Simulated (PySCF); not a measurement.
**EPR parameters of C4H10NOSi2**

Compound: C4H10NOSi2 (doublet state).
Cartesian coordinates in Å at the GFN2-xTB level; atoms count from 1:
```xyz
18
C4H10NOSi2 angstrom
O      2.2449    0.5052    2.7106
C      1.8450    0.1372    1.6390
C      2.4837    0.4393    0.3469
C      2.0333    0.0451   -0.8179
Si     0.6845   -0.9251   -1.6345
N     -0.8111   -1.1228   -0.7897
C     -1.8659   -0.1403   -0.7107
Si    -1.7478    1.0459    0.7931
H      0.9311   -0.4798    1.5369
H      3.3869    1.0362    0.4413
H      1.1767   -2.2918   -1.8033
H      0.3179   -0.2187   -2.8604
H     -0.8304   -1.7535   -0.0016
H     -1.8500    0.4356   -1.6372
H     -2.8263   -0.6677   -0.6809
H     -0.5093    1.8140    0.6889
H     -1.7509    0.2304    2.0094
H     -2.9211    1.9169    0.7584
```

The hyperfine couplings belong to this conformer and change with its torsions.

Identity: `O=C/C=[C]\[SiH2]NC[SiH3]` [radical].

Computed with UKS B3LYP, pcH-1 on C H N O Si, non-relativistic, mean-field spin-orbit, GIAO (PySCF 2.14.0). Geometry: GFN2-xTB, one conformer, isolated molecule. The geometry wasn't refined by DFT: couplings that depend on bond lengths, twists or pyramidal angles can differ widely from those at the functional's own minimum. Stability of the SCF solution: not tested.

- g1, g2, g3: 2.00183, 2.00235, 2.00259
- g_iso: 2.00226
- Form of g: rhombic: the two nearest values differ by 32 % of g3 − g1
- ⟨S²⟩: 0.7605 (exact 0.7500)
- HOMO–LUMO gap, α and β orbitals: 3.92, 3.58 eV

Isotropic coupling and dipolar principal values T1 to T3, in mT (MHz turned into mT with g_iso):

```json
{"atom": "O1", "isotope": "17O", "a_iso": "0.03", "of which spin–orbit": "0.00", "T1": "-0.38", "T2": "-0.01", "T3": "0.38", "Mulliken spin population": "-0.01"}
{"atom": "C2", "isotope": "13C", "a_iso": "3.35", "of which spin–orbit": "0.00", "T1": "-0.24", "T2": "-0.14", "T3": "0.39", "Mulliken spin population": "0.06"}
{"atom": "C3", "isotope": "13C", "a_iso": "-1.34", "of which spin–orbit": "0.00", "T1": "-0.54", "T2": "0.11", "T3": "0.43", "Mulliken spin population": "-0.15"}
{"atom": "C4", "isotope": "13C", "a_iso": "6.32", "of which spin–orbit": "0.00", "T1": "-2.70", "T2": "-2.04", "T3": "4.74", "Mulliken spin population": "0.93"}
{"atom": "Si5", "isotope": "29Si", "a_iso": "-0.65", "of which spin–orbit": "0.00", "T1": "-0.29", "T2": "0.08", "T3": "0.21", "Mulliken spin population": "0.01"}
{"atom": "N6", "isotope": "14N", "a_iso": "0.27", "of which spin–orbit": "0.00", "T1": "-0.18", "T2": "-0.18", "T3": "0.36", "Mulliken spin population": "0.08"}
{"atom": "C7", "isotope": "13C", "a_iso": "-0.10", "of which spin–orbit": "0.00", "T1": "-0.03", "T2": "-0.02", "T3": "0.04", "Mulliken spin population": "0.00"}
{"atom": "Si8", "isotope": "29Si", "a_iso": "-0.08", "of which spin–orbit": "0.00", "T1": "-0.06", "T2": "0.02", "T3": "0.04", "Mulliken spin population": "0.01"}
{"atom": "H9", "isotope": "1H", "a_iso": "0.20", "of which spin–orbit": "0.00", "T1": "-0.17", "T2": "-0.05", "T3": "0.22", "Mulliken spin population": "0.00"}
{"atom": "H10", "isotope": "1H", "a_iso": "5.03", "of which spin–orbit": "0.00", "T1": "-0.20", "T2": "-0.16", "T3": "0.36", "Mulliken spin population": "0.06"}
{"atom": "H11", "isotope": "1H", "a_iso": "0.27", "of which spin–orbit": "0.00", "T1": "-0.13", "T2": "-0.09", "T3": "0.21", "Mulliken spin population": "0.01"}
{"atom": "H12", "isotope": "1H", "a_iso": "0.12", "of which spin–orbit": "0.00", "T1": "-0.14", "T2": "-0.07", "T3": "0.21", "Mulliken spin population": "0.00"}
{"atom": "H13", "isotope": "1H", "a_iso": "-0.22", "of which spin–orbit": "0.00", "T1": "-0.24", "T2": "-0.06", "T3": "0.29", "Mulliken spin population": "0.00"}
{"atom": "H14", "isotope": "1H", "a_iso": "0.01", "of which spin–orbit": "0.00", "T1": "-0.06", "T2": "-0.02", "T3": "0.08", "Mulliken spin population": "0.00"}
{"atom": "H15", "isotope": "1H", "a_iso": "0.42", "of which spin–orbit": "0.00", "T1": "-0.05", "T2": "-0.02", "T3": "0.07", "Mulliken spin population": "0.00"}
{"atom": "H16", "isotope": "1H", "a_iso": "0.05", "of which spin–orbit": "0.00", "T1": "-0.06", "T2": "-0.05", "T3": "0.11", "Mulliken spin population": "0.00"}
{"atom": "H17", "isotope": "1H", "a_iso": "0.01", "of which spin–orbit": "0.00", "T1": "-0.03", "T2": "-0.02", "T3": "0.05", "Mulliken spin population": "0.00"}
{"atom": "H18", "isotope": "1H", "a_iso": "-0.04", "of which spin–orbit": "0.00", "T1": "-0.02", "T2": "-0.02", "T3": "0.03", "Mulliken spin population": "0.00"}
```

Largest spin populations (Mulliken): C4 (+0.93), C3 (-0.15), N6 (+0.08) and H10 (+0.06). C4 is the only atom above +0.15.

Axes: g2 points within 13° of the C3–H10 bond.

Under fast tumbling the dipolar parts average out, and these isotropic splittings remain: 1 × 1H (H10, I = 1/2, 2 lines) with 5.03 mT, 1 × 14N (N6, I = 1, 3 lines) with 0.27 mT, 1 × 1H (H13, I = 1/2, 2 lines) with 0.22 mT, 2 × 1H (H14/H15, I = 1/2, 3 lines) with 0.21 mT, 1 × 1H (H9, I = 1/2, 2 lines) with 0.20 mT and 2 × 1H (H11/H12, I = 1/2, 3 lines) with 0.20 mT.

Class means assume fast exchange of nuclei equivalent by connectivity; if that motion is slow, each nucleus keeps its own coupling. The 1H value of +6.0 MHz is a mean of couplings from 0.2 to 11.7 MHz in this one geometry, not an average over conformers.

The 29Si coupling of Si5 (-18.3 MHz) shows only in satellite lines or after enrichment, since that isotope makes up about 4.7 % of natural silicon.

The 13C coupling of C4 (177.1 MHz) shows only in satellite lines or after enrichment, since that isotope makes up about 1.07 % of natural carbon.

The spin density at the nucleus, in bohr⁻³, is negative for C3 (-0.0335), C7 (-0.0026) and O1 (-0.0015), for instance. A restricted open-shell determinant has no negative spin density anywhere; here it arises because α and β orbitals differ (spin polarisation).
